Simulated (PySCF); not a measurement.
A geometry optimisation, step by step.

C2H8BBi.
Numbering: `[BH2:1][BiH:2][CH2:3][CH3:4]` (hydrogens: H5, H6 on B1; H7 on Bi2; H8, H9 on C3; H10, H11, H12 on C4)

Computed by this run: PBE0-D3(BJ)/def2-SVP geometry optimisation, gas phase, def2 core potentials past Kr (PySCF); density fitting, grid level 1; the optimiser is geomeTRIC in internal coordinates, started from a GFN2-xTB structure with every atom displaced at random (about 0.01 Å). The frame can shift and turn from step to step; on so coarse a grid that alone can change the energy by a few meV, and forces under 0.02 eV/Å are noise.

Step 0: E = -8713.8820 eV, largest atomic force 1.963 eV/Å
```
atom  x, y, z in Å  |  force x, y, z in eV/Å
B1      2.239   -0.210    0.630   -1.252   1.483  -0.290
Bi2     0.727    1.570    0.390    0.113  -0.209  -0.033
C3     -0.864    0.284   -0.683    0.838  -0.116   1.014
C4     -1.565   -0.598    0.296   -1.602   0.581   0.197
H5      3.364   -0.023    0.499    1.593   0.265  -0.171
H6      1.843   -1.242    0.931   -0.568  -1.564   0.448
H7      1.526    2.029   -1.143    0.085   0.102  -0.079
H8     -1.514    0.960   -1.194   -0.687   0.723  -0.489
H9     -0.336   -0.312   -1.399    0.527  -0.415  -0.838
H10    -0.918   -1.276    0.823    0.641  -0.531   0.392
H11    -2.127   -0.006    1.056    0.258  -0.230  -0.180
H12    -2.334   -1.205   -0.215    0.054  -0.090   0.030
```

Step 1: E = -8714.0556 eV, largest atomic force 0.268 eV/Å
```
atom  x, y, z in Å  |  force x, y, z in eV/Å
B1      2.330   -0.076    0.708    0.078  -0.105   0.005
Bi2     0.860    1.687    0.444   -0.018   0.020  -0.018
C3     -0.727    0.386   -0.599   -0.042   0.134  -0.198
C4     -1.491   -0.457    0.397    0.188  -0.178   0.070
H5      3.523    0.100    0.580   -0.109  -0.041   0.035
H6      1.917   -1.171    1.034    0.061   0.125  -0.031
H7      1.681    2.180   -1.079   -0.014  -0.003   0.015
H8     -1.386    1.096   -1.134    0.130  -0.116   0.099
H9     -0.203   -0.223   -1.351   -0.063   0.027   0.036
H10    -0.828   -1.162    0.933   -0.094   0.098  -0.071
H11    -1.995    0.157    1.155   -0.078   0.063   0.086
H12    -2.267   -1.062   -0.100   -0.041  -0.025  -0.027
```

Step 2: E = -8714.0585 eV, largest atomic force 0.037 eV/Å
```
atom  x, y, z in Å  |  force x, y, z in eV/Å
B1      2.336   -0.077    0.708   -0.004  -0.007   0.010
Bi2     0.861    1.687    0.440    0.015  -0.028   0.001
C3     -0.729    0.389   -0.602    0.004   0.025  -0.023
C4     -1.491   -0.458    0.397    0.017  -0.021   0.025
H5      3.528    0.088    0.594   -0.019   0.004   0.005
H6      1.922   -1.166    1.037    0.005   0.018  -0.008
H7      1.678    2.181   -1.082    0.000   0.006  -0.008
H8     -1.385    1.098   -1.130    0.012  -0.004   0.021
H9     -0.213   -0.220   -1.357   -0.014  -0.006   0.000
H10    -0.829   -1.162    0.927   -0.007   0.014  -0.006
H11    -1.997    0.156    1.160   -0.005  -0.004  -0.014
H12    -2.269   -1.062   -0.101   -0.003   0.004  -0.001
```

Step 3: E = -8714.0587 eV, largest atomic force under 0.02 eV/Å
```
atom  x, y, z in Å  |  force x, y, z in eV/Å
B1      2.335   -0.079    0.709    0.002   0.000   0.005
Bi2     0.864    1.684    0.438    0.001   0.000  -0.011
C3     -0.729    0.391   -0.603    0.008  -0.005   0.006
C4     -1.489   -0.457    0.396   -0.011   0.005   0.002
H5      3.526    0.089    0.601    0.007   0.000   0.003
H6      1.921   -1.167    1.037   -0.003  -0.006   0.000
H7      1.680    2.179   -1.086   -0.002   0.000   0.004
H8     -1.384    1.102   -1.126   -0.011   0.013   0.002
H9     -0.218   -0.219   -1.360   -0.002  -0.003  -0.007
H10    -0.827   -1.162    0.924    0.007  -0.004   0.006
H11    -1.994    0.156    1.161    0.000  -0.003  -0.010
H12    -2.269   -1.059   -0.102    0.004   0.002   0.001
```

**Question.** Summarise the path.

**Answer.** The energy falls by 17.05 kJ/mol from step 0 to step 3; nine tenths of that is first reached at step 1. It falls at every step. The largest force goes from 1.963 to under 0.02 eV/Å. Among the bonds B1–H6 changes most, from 1.146 to 1.209 Å; the atoms move by 0.039 Å rms after alignment.

**Question.** Follow the three bonds and two angles with the largest change from start to end.

**Answer.** 
| step | E above end (kJ/mol) | largest force (eV/Å) | B1–H6 (Å) | B1–H5 (Å) | B1–Bi2 (Å) | C3–C4–H10 (°) | C4–C3–H9 (°) |
| --- | --- | --- | --- | --- | --- | --- | --- |
| 0 | 17.05 | 1.963 | 1.146 | 1.148 | 2.348 | 114.3 | 110.0 |
| 1 | 0.30 | 0.268 | 1.216 | 1.213 | 2.311 | 111.8 | 112.5 |
| 2 | 0.03 | 0.037 | 1.211 | 1.209 | 2.316 | 111.9 | 112.3 |
| 3 | 0.00 | under 0.02 | 1.209 | 1.208 | 2.312 | 111.9 | 112.2 |

What follows is the cost of the whole optimisation. On an Arm Neoverse V1 with one thread, shared host with 32 logical CPUs at a one-minute load of 15, this took 21 s and 0.45 GiB of memory at its peak.
